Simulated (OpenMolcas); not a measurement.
# Pd4+: moving or changing the point charges

Pd4+ among 6 point charges of -1.5 e arranged as a tetragonal octahedron (D4h), 2.02 Å from the ion, with the axial distance 2.343 Å.
```
   2.0200    0.0000    0.0000  -1.50
   0.0000    2.0200    0.0000  -1.50
  -2.0200    0.0000    0.0000  -1.50
   0.0000   -2.0200    0.0000  -1.50
   0.0000    0.0000    2.3432  -1.50
   0.0000    0.0000   -2.3432  -1.50
```

- Program: OpenMolcas 26.06
- Method: CASSCF
- Basis: ANO-RCC-VDZP [6s5p3d1f]
- Scalar Hamiltonian: DKH2, point nucleus
- Active space: 6 electrons in 5 orbitals (4d)
- State averaging: 2S+1 = 5 even, 5 roots; 2S+1 = 3 even, 45 roots; 2S+1 = 1 even, 50 roots
- Spin-orbit coupling: state interaction with AMFI integrals over the reference wave functions

Runs around this geometry, states (labels of D4, the rotations of D4h). Energies in cm-1 above the lowest state or level, χT in cm3 K/mol.

```
R (Å)  q (e)  Axial / equatorial distance  Ground state  First state of that spin  First gap with spin-orbit (degeneracies)  χT at 300 K  First state of another spin
 2.02  -0.75                         1.16            5E                  5A1 1082                               53.6 (1, 2)        5.266                     3E 20561
 1.83   -1.5                         1.16            5E                  5B2 3373                               33.9 (1, 2)        4.531                     3E 17436
 2.02   -1.5                         1.16            5E                  5A1 2141                               90.7 (1, 2)        4.915                     3E 19344
 2.24   -1.5                         1.16            5E                  5A1 1145                               28.4 (1, 2)        5.227                     3E 20387
 2.02   -1.5                         1.25            5E                  5A1 1272                                3.3 (2, 1)        5.134                     3E 19362
```

Scaling the charges by -0.75 / -1.5 = 0.50 scales the first state of the same spin by 1082 / 2141 = 0.51; with fixed orbitals a first-order splitting would follow the charge.

An orbital doublet at a regular site is open to a Jahn-Teller distortion, which this geometry leaves out. Without dynamic correlation the repulsion within the d shell is too large (B by tens of per cent), so at a given field states of lower spin stand too high. Point charges give a weaker field than real ligands, and real ions of this kind are as a rule low spin; the high spin found here belongs to the model. The ground term spreads over less than 5000 cm-1, several times less than with real ligands, so orbital moments are less quenched and χT lies further from the spin-only value than at real sites (holds for R = 2.02, q = -0.75, ratio = 1.16; R = 2.24, q = -1.5, ratio = 1.16). Spin-orbit coupling mixes the spin-free states strongly: the lowest level takes only 66 % from its leading state, 5E (holds for R = 2.02, q = -1.5, ratio = 1.25). This is an electrostatic model: the charges have no orbitals. No measured value stands beside these numbers.
